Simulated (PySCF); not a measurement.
H2O3Si, SMILES O=[Si](O)O.

Geometry: B3LYP-D3(BJ)/def2-SVP. The values are those of a single conformer.

Two levels are set side by side: TDDFT-PBE/def2-SVPD (PySCF) and ADC(2)/aug-cc-pVDZ (PySCF). Vertical, same geometry; the bases differ. Differences are taken from unrounded values.

```csv
quantity,TDDFT-PBE
lowest singlet excitation (eV),4.88
```

Q: These are the TDDFT-PBE values. What does ADC(2) give? (An estimate is asked for; the answer gives what the named calculation found.)

A: 
```
quantity                        ADC(2)  TDDFT-PBE minus ADC(2)
------------------------------  ------  ----------------------
lowest singlet excitation (eV)    5.14                   -0.27
```

A lower first singlet is the usual sign of a functional without exact exchange. Differences between two approximate levels are no errors against the true value.

Rough cost on one machine, each run with all the roots and properties that it gave: ADC(2) against TDDFT-PBE about 20 times.
